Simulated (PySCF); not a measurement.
## 3-ethyl-2-pentene (SMILES CC=C(CC)CC)

Geometry:
```
atom   x (Å)   y (Å)   z (Å)
  C1  -0.069  -2.516   0.447
  C2  -0.662  -1.168   0.699
  C3  -0.209   0.007   0.281
  C4   1.042   0.188  -0.536
  C5   2.274   0.295   0.365
  C6  -0.945   1.278   0.620
  C7  -1.874   1.698  -0.520
  H8   0.834  -2.464  -0.152
  H9   0.173  -2.997   1.395
 H10  -0.793  -3.150  -0.066
 H11  -1.566  -1.190   1.296
 H12   1.175  -0.645  -1.229
 H13   0.957   1.101  -1.129
 H14   2.166   1.127   1.058
 H15   2.399  -0.615   0.947
 H16   3.170   0.455  -0.231
 H17  -0.225   2.078   0.809
 H18  -1.538   1.137   1.525
 H19  -2.619   0.926  -0.699
 H20  -2.387   2.625  -0.274
 H21  -1.314   1.849  -1.440
```

Computed, not measured: PySCF 2.14.0, GIAO CAM-B3LYP/pcSseg-1 magnetisability, rotational g tensor and spin-rotation constants, non-relativistic, gas phase. Geometry: GFN2-xTB.

Problem. Give the nuclear spin-rotation constants along the inertial axes (H = +C I·J) beside the isotropic shieldings.

Solution. Rotational constants 2.8901, 1.9586, 1.3388 GHz. A star marks the isotopologue with that one atom substituted, in its own axes.
```tsv
atom	isotope	Caa (kHz)	Cbb (kHz)	Ccc (kHz)	mean (kHz)	σ (ppm)
H8	1H	-0.235	-0.058	-0.101	-0.131	29.9
H9	1H	-0.162	-0.203	-0.040	-0.135	30.1
H10	1H	-0.315	-0.036	-0.085	-0.145	30.1
H11	1H	-0.207	0.018	-0.077	-0.089	26.3
H12	1H	-0.159	-0.191	-0.029	-0.126	29.4
H13	1H	-0.086	-0.129	-0.123	-0.113	30.1
H14	1H	-0.202	-0.190	-0.044	-0.145	30.7
H15	1H	-0.067	-0.160	-0.130	-0.119	30.9
H16	1H	-0.284	-0.044	-0.105	-0.144	30.7
H17	1H	-0.296	0.035	-0.133	-0.132	29.9
H18	1H	-0.298	-0.108	-0.031	-0.146	29.8
H19	1H	-0.312	0.015	-0.138	-0.145	31.0
H20	1H	0.020	-0.219	-0.124	-0.108	30.6
H21	1H	-0.311	-0.132	-0.030	-0.157	30.6
C1	13C*	0.385	0.305	0.179	0.290	168.9
C2	13C*	1.122	0.620	0.319	0.687	56.0
C3	13C*	1.282	0.715	0.353	0.783	28.7
C4	13C*	0.466	0.308	0.207	0.327	158.6
C5	13C*	0.430	0.264	0.188	0.294	168.7
C6	13C*	0.468	0.341	0.240	0.350	149.2
C7	13C*	0.396	0.292	0.197	0.295	166.6
```
For the geometry as given, no vibrational averaging.

Problem. How do the rotational constants and the g tensor change when H8, H9, H10, H11, H12, H13, H14, H15, H16, H17, H18, H19, H20, H21 are replaced by deuterium?

Solution. Constants 2.2512, 1.5500, 1.0774 GHz; g -0.0032, -0.0061, -0.0001, against -0.0042, -0.0077, -0.0001 before.
